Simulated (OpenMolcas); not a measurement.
A calculation on Ru²⁺.

```yaml
Program: OpenMolcas 26.06
Method: CASSCF
Basis: ANO-RCC-VTZP [7s6p4d2f1g]
Scalar_Hamiltonian: DKH2, point nucleus
Active_space: 6 electrons in 10 orbitals (4d 5d)
State_averaging: 2S+1 = 5 even, 5 roots; 2S+1 = 3 even, 45 roots; 2S+1 = 1 even, 49 roots
Spin-orbit_coupling: RASSI with atomic mean-field integrals over the reference wave functions, term energies averaged over their components
```

Task: Which level of the active space comes out lowest?

Result: 4d6 5D4, with 99 % of that term; it is also the measured ground level.

Task: How high does 4d6 3H4 [74 %] lie?

Result: 17867 cm-1 above the lowest level.

Task: How high does 4d6 3P2(1) lie?

Result: 18600 cm-1 above the lowest level.

Task: How high does 4d6 3F4(1) [71 %] lie?

Result: 19871 cm-1 above the lowest level.

Measured values: Moore, Atomic Energy Levels, vol. III, NSRDS-NBS 35 (1971 reprint of NBS Circular 467, 1958).

Without dynamic correlation excited terms often stand tens of per cent too high (terms of higher spin than the ground term too low), and those without a measured partner can miss by more than the paired ones. Active for correlation alone: 5d; no level in the range computed is led by a configuration that fills it, so any true level of that kind is missing. Measured partners are found by configuration, term and J. A level has none where our copy of the source lacks it or the pairing is in doubt (some pairs that miss far off the trend of their configuration count as doubtful), and it then counts in no deviation. Only configurations of the active space appear.

A share in square brackets marks a mixed level and gives the weight of the term that names it. A number in round brackets counts repeated terms of one configuration in the order of the reference energies.
